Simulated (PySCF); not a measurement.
CdH4OSi, SMILES [SiH3][O][CdH]. The structure is a stationary point at PBE-D3(BJ)/def2-TZVP. The def2 effective core potentials stand for the cores of Cd; spin–orbit coupling is left out.

Computed equilibrium geometry at PBE-D3(BJ)/def2-TZVP (PySCF confirms it by a frequency run) as a Z-matrix, and its point group:
point group Cs.
```
O
Si 1 1.6400
H 2 1.4979 1 109.05
H 2 1.5041 3 108.09 1 -122.44
H 2 1.5041 3 108.09 4 -115.13
Cd 1 1.9826 2 134.82 3 180.00
H 6 1.6378 2 162.90 3 180.00
```
Charge 0, spin multiplicity 1.
